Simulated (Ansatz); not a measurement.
Consider the ligand exchange at a W–N bond: `[NH2][W](=[S])(=[S])[Cl]` + HCl → `[S]=[W](=[S])([Cl])[Cl]` + NH₃.

Program: Ansatz. Geometries: PBE0-D4/def2-TZVP. ΔE: electronic, gas phase. CBS: MP2 limit from def2 TZ/QZ plus the TZ coupled-cluster correction, frozen cores. This one scheme is used for every species. Elements past krypton have def2 core potentials. For W outer-core shells are correlated without core-valence functions, which leaves a few kJ/mol of doubt a bond. One conformer a species, not always the lowest.

`[NH2][W](=[S])(=[S])[Cl]`:

```xyz
7

N     0.658   -0.789   -0.680
W    -0.374    0.431    0.372
S     0.200    0.190    2.399
S     0.043    2.394   -0.310
Cl   -2.583   -0.010    0.141
H     0.991   -0.580   -1.610
H     1.066   -1.636   -0.312
```

HCl:

```xyz
2

Cl    0.535   -0.346    0.057
H    -0.535    0.346   -0.057
```

`[S]=[W](=[S])([Cl])[Cl]`:

Cartesian coordinates in Å:
```
S 0.699 -1.987 -0.114
W 0.000 0.000 0.000
S 0.429 0.952 -1.833
Cl -2.221 -0.027 0.303
Cl 1.093 1.062 1.644
```

NH₃:

Cartesian coordinates in Å:
```
N 0.279 0.029 -0.028
H 0.017 -0.170 0.929
H -0.217 0.868 -0.303
H -0.079 -0.727 -0.598
```

```tsv
species	CCSD(T)/CBS(def2) energy (Eh)
`[NH2][W](=[S])(=[S])[Cl]`	-1378.37860
HCl	-460.38127
`[S]=[W](=[S])([Cl])[Cl]`	-1782.26494
NH₃	-56.50880
```

(1) Work out ΔE.

Largest T1 diagnostic among the species: 0.022, so the coupled-cluster value is less sure than usual.

## Answers

(1) ΔE = (-1782.26494) + (-56.50880) − (-1378.37860) − (-460.38127) = -0.01387 Eh = -0.38 eV.

Leaving LDA and LC-ωPBE aside and taking each functional with its dispersion term where it has one, the values, not all of them listed here, spread over 0.13 eV, from B2PLYP to CAM-B3LYP-D4. LDA lies +0.08 eV from PBE without D4. In def2-TZVPP, CCSD(T) changes the Hartree–Fock value by −0.04 eV (the triples alone add −0.04 eV) and MP2 by −0.23 eV.
